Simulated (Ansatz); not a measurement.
`BN[SiH](F)F` + H₂ → `BN[SiH2]F` + H–F at 500 K and 1 bar (hydrogenolysis of the Si–F bond).

Program: Ansatz. Geometries: PBE0-D4/def2-TZVP. ΔE: electronic, gas phase. CCSD(T)/CBS is the MP2 limit (def2-TZVPP, def2-QZVPP) plus CCSD(T) − MP2 in def2-TZVPP, frozen cores. This one scheme is used for every species. One conformer a species, not always the lowest.

| species | CCSD(T)/CBS energy (Eh) | H − E (kJ/mol) | S (J/(mol·K)) |
| --- | --- | --- | --- |
| `BN[SiH](F)F` | -570.77155 | 183.8 | 394.2 |
| H₂ | -1.17544 | 41.0 | 145.5 |
| `BN[SiH2]F` | -471.49877 | 193.4 | 364.6 |
| H–F | -100.39570 | 39.4 | 188.7 |

H − E and S are ideal-gas, rigid-rotor, harmonic terms from PBE0-D4/def2-TZVP, for one conformer and one mirror image of each species. The MP2-based limit puts H₂ 0.8 mEh under its directly extrapolated value; such offsets cancel only in part. 1 Eh = 2625.50 kJ/mol, R = 8.31446 J/(mol·K).

By hand: ΔE, ΔH, ΔS and ΔG.

ΔE = (-471.49877) + (-100.39570) − (-570.77155) − (-1.17544) = 0.05252 Eh = 137.9 kJ/mol. Δ(H − E) = 193.4 + 39.4 − 183.8 − 41.0 = 8.0, so ΔH = 145.9 kJ/mol. ΔS = 364.6 + 188.7 − 394.2 − 145.5 = 13.6 J/(mol·K). ΔG = 145.9 − 500 × (13.6)/1000 = 139.1 kJ/mol.

By hand: the equilibrium constant, and the temperature at which ΔG would vanish if ΔH and ΔS stayed fixed.

log₁₀ K = −ΔG/(RT ln 10) = -14.5. ΔG = 0 at ΔH/ΔS = 10728 K, far beyond where these terms or the molecules hold.

The number of gas molecules stays the same, so ΔS is small and ΔH decides. A doubt of 5 kJ/mol in ΔE shifts log₁₀ K by 0.5 here. Other conformers and mirror images would add mixing entropy, several J/(mol·K) or more a flexible species. Modes under 60 cm⁻¹, often nearly free rotors, make the harmonic entropy too high. These are equilibria of isolated gas molecules and say nothing of rates. Largest T1 diagnostic: 0.012 (customary marks: 0.02 for closed shells, 0.045 for open ones).
